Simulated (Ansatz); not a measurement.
System: C3H8O, charge 0, singlet. C3H8O (SMILES CCCO).
B3LYP-D3(BJ)/def2-TZVP minimum from Ansatz (a program for electronic structure):
```xyz
12

C     -1.8645    -0.1931    -0.3023
C     -0.5633    -0.0415     0.4803
C      0.6470     0.0514    -0.4275
O      1.8098     0.1901     0.3857
H     -1.8566    -1.0970    -0.9161
H     -2.0299     0.6578    -0.9677
H     -2.7210    -0.2579     0.3699
H     -0.5982     0.8550     1.1046
H     -0.4258    -0.8898     1.1558
H      0.5406     0.9120    -1.1014
H      0.7147    -0.8511    -1.0496
H      2.5829     0.2497    -0.1841
```
Charge 0, spin multiplicity 1.

Property: atomisation energy (electronic, to ground-state atoms), in kcal/mol. Open shells are spin-unrestricted; no spin-orbit coupling. CBS(X,Y): correlation extrapolated as X^-3, Hartree-Fock from the larger set. A bracket is a step between two methods taken in the basis named. The functionals are non-relativistic, so their misses hold any scalar relativity. Double hybrids freeze cores in their MP2 part. '+ core + X2C': CCSD(T) terms for core correlation (cc-pwCVTZ) and scalar relativity (cc-pVTZ-DK). Where a partner has so few electrons that a lower coupled-cluster level is exact, that level stands in.

CCSD(T)/CBS(cc-pVTZ,cc-pVQZ) + [CCSDT(Q) - CCSD(T)]/cc-pVDZ + core + X2C (Ansatz) gives 1106.8 kcal/mol.

Task: How far off this value is PBE/def2-TZVPD (Ansatz), in which direction, and which of these levels come nearer: r2SCAN/def2-TZVPD, B3LYP/def2-TZVPD, PBE0/def2-TZVPD, wB97M-V/def2-TZVPD, B2PLYP/def2-TZVPD, CCSD(T)/CBS(cc-pVTZ,cc-pVQZ) + core + X2C?

Result: PBE gives 1117.9 kcal/mol, 11.1 kcal/mol above it. Differences of the others: r2SCAN/def2-TZVPD (Ansatz) -4.9; B3LYP/def2-TZVPD (Ansatz) -10.6; PBE0/def2-TZVPD (Ansatz) -4.2; wB97M-V/def2-TZVPD (Ansatz) -2.6; B2PLYP/def2-TZVPD (Ansatz) -17.8; CCSD(T)/CBS(cc-pVTZ,cc-pVQZ) + core + X2C (Ansatz) -0.5 kcal/mol. Nearer than PBE: r2SCAN/def2-TZVPD, B3LYP/def2-TZVPD, PBE0/def2-TZVPD, wB97M-V/def2-TZVPD, CCSD(T)/CBS(cc-pVTZ,cc-pVQZ) + core + X2C.
